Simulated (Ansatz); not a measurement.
Consider the cleavage of the Al–Si bond: `[CH3][Al]([SiH3])[BH]O` + HCl → `[CH3][Al]([Cl])[BH]O` + SiH₄.

Program: Ansatz. Geometries: PBE0-D4/def2-TZVP. ΔE: electronic, gas phase. CCSD(T)/CBS is the MP2 limit (def2-TZVPP, def2-QZVPP) plus CCSD(T) − MP2 in def2-TZVPP, frozen cores. This one scheme is used for every species. Functionals use def2-TZVPP. B3LYP here is the variant with VWN-RPA as its local correlation; programs differ in this. Each species was taken in one conformer, which may not be the lowest.

| level | ΔE (kcal/mol) |
| --- | --- |
| B3LYP | -43.2 |
| MP2/def2-QZVPP | -44.6 |

(1) What does CCSD(T)/CBS give? (An estimate is asked.)

Largest T1 diagnostic among the species: 0.014.

## Answers

(1) Computed: -41.9 kcal/mol. The listed levels differ from it by -1.3, -2.7 kcal/mol.

The D4 term adds +0.7 kcal/mol with B3LYP and +0.5 kcal/mol with PBE0; it sums over pairs of atoms, weighted by their polarisabilities, and B3LYP, whose exchange is more repulsive, gets the larger term. In def2-TZVPP, CCSD(T) changes the Hartree–Fock value by +7.5 kcal/mol (the triples alone add +0.9 kcal/mol) and MP2 by +4.6 kcal/mol. From PBE to PBE0 (25 % exact exchange), in def2-TZVPP and without D4, ΔE moves by −1.9 kcal/mol.
